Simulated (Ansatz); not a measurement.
Geometry optimisation, RKS CAM-B3LYP-D4/6-31G (Ansatz).

Input:

```yaml
crystal:
  periodic: [false, false, false]
  atoms:
    - { symbol: C, position_ang: [-1.5124, 0.9301, -1.68] }
    - { symbol: O, position_ang: [-0.2816, 0.5014, -1.3029] }
    - { symbol: C, position_ang: [-0.0647, 0.008, -0.0355] }
    - { symbol: F, position_ang: [-0.9601, -0.0282, 0.8921] }
    - { symbol: C, position_ang: [1.1912, -0.4286, 0.2717] }
    - { symbol: Al, position_ang: [1.6535, -1.1297, 2.067] }
    - { symbol: H, position_ang: [-1.4915, 1.3221, -2.7413] }
    - { symbol: H, position_ang: [-2.2684, 0.1734, -1.6172] }
    - { symbol: H, position_ang: [-1.8619, 1.8427, -1.004] }
    - { symbol: H, position_ang: [1.9812, -0.3788, -0.4264] }
    - { symbol: H, position_ang: [3.1332, -1.6387, 2.3849] }
    - { symbol: H, position_ang: [0.5587, -1.2287, 3.2256] }
basis:
  gaussian: { orbitals: "6-31G" }
hamiltonian:
  xc: cam_b3lyp
  dispersion: d4
relax:
  f_tol: 0.015
  max_steps: 40
output:
  orbitals: {}
```

Launched with:

```bash
$ ansatz run input.yaml --threads 1 --pin off --max-ram 2048MiB --backend cpu --events-out ev --progress --plain --runs-dir out
```

**Question.** Where does it end, and by what steps?

**Answer.** The forces met the threshold. Limits of this set-up: no polarisation functions. After 7 steps the energy has fallen by 0.894 eV; F4 moved furthest, 0.20 Å.

```csv
step,energy less start (eV),largest force component (eV/Å),accepted
0,0.0000,6.793,yes
1,-0.6963,2.777,yes
2,-0.8487,0.992,yes
3,-0.8721,0.580,yes
4,-0.8930,0.114,yes
5,-0.8937,0.035,yes
6,-0.8939,0.024,yes
7,-0.8940,0.012,yes
```

```xyz
12
Properties=species:S:1:pos:R:3
C -1.571 0.967 -1.635
O -0.224 0.500 -1.327
C 0.062 0.012 -0.099
F -1.058 0.029 0.729
C 1.242 -0.441 0.323
Al 1.623 -1.133 2.078
H -1.513 1.297 -2.669
H -2.294 0.157 -1.532
H -1.850 1.797 -0.985
H 2.029 -0.398 -0.424
H 3.120 -1.624 2.357
H 0.510 -1.219 3.218
```

Whether the end is a true minimum wasn't checked by a vibrational analysis.

Run time: 43 s on 1 thread of Arm Neoverse V2, with other jobs on the host, peak memory 0.2 GiB.
